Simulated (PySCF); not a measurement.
KS⁺ at UHF-CCSD(T)

Computed with UHF-CCSD(T); PySCF, no relativity, basis sets K 6-31G(d,p), S 6-31G(d,p).

| Property | Result |
| --- | --- |
| state | ³Σ⁻ (triplet), unpaired electrons π ↑↑ |
| bond length | 3.472 Å |
| harmonic wavenumber | 97.5 cm⁻¹ |
| force constant | 0.0985 mdyn/Å |
| rotational constant Be | 0.07964 cm⁻¹ |
| anharmonicity ωexe | 1.14 cm⁻¹ |
| vibration–rotation constant αe | 0.00117 cm⁻¹ |
| well depth De to K⁺ + S | 0.31 eV |
| dissociation energy D0 | 0.31 eV |

Correlated steps freeze 10 core orbitals. The bond is weak. Basis-set superposition, not corrected here, can be much of De in a small basis, most of all at correlated wavefunction levels. For an ion De counts to the pair picked by the measured ionisation energies or electron affinities, which need not be the lowest pair at this level. The state is the lowest determinant that a PBE0 search found; another state may lie lower at other levels.
